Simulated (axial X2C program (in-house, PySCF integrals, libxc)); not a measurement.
# Worked dissociation energy of PbSi: TPSS, spin-free

All values were computed with an in-house relativistic program for diatomic molecules. Spin-free means the one-electron spin-free X2C Hamiltonian. Basis: Pb dyall-cv3z [12s14p10d7f1g], Si dyall-v3z [8s7p2d1f] (cores contracted in-house); Gaussian nuclei, density fitting, unrestricted open shells. Masses: Pb 207.977 u, Si 27.977 u.

Molecular state: M_S = 1, Λ = 0 (beyond evenly filled blocks: π+α, π-α).

* E(Pb) (2M_S = 2, M_L = 0): -20885.436989 hartree
* E(Si) (2M_S = 2, M_L = 0): -290.008000 hartree
* E(PbSi) at Re: -21175.544887 hartree
* ωe: 304.5 cm⁻¹
* ωexe: 0.803 cm⁻¹

Q: Work out De and D0.

A: De = -20885.436989 + (-290.008000) − (-21175.544887) = 0.09990 hartree = 2.718 eV. The zero-point energy is ωe/2 − ωexe/4 = 152 cm⁻¹ = 0.019 eV, so D0 = 2.699 eV.

One determinant describes the state; a PBE0 search over occupations chose it and may have missed a lower one. De is counted from the lowest determinant-based energies of the atoms at the same level, without counterpoise correction. Other states lie close and PBE0, whose exact exchange favours high spin, may order them wrongly; the determinant shown need not be the ground state. The nearest other spin-free determinant of the search, M_S = 1, Λ = 1, lies 0.35 eV up at the distance of the search. At some level and bond length an empty orbital lies below a filled one. Spin–orbit coupling changes these values markedly for this molecule (Re by over 0.02 Å or De by over 0.25 eV), so the spin-free numbers are a model. Spin-free De lacks the spin–orbit lowering of the heavy p-block atom, a tenth of an eV or more for 4p and 5p, up to an eV for 6p and one to two eV for 7p atoms, less what an open-shell molecule gains itself.

Each atomic determinant is the lowest at this level and need not be a pure term. Totals compare only within one Hamiltonian and basis.
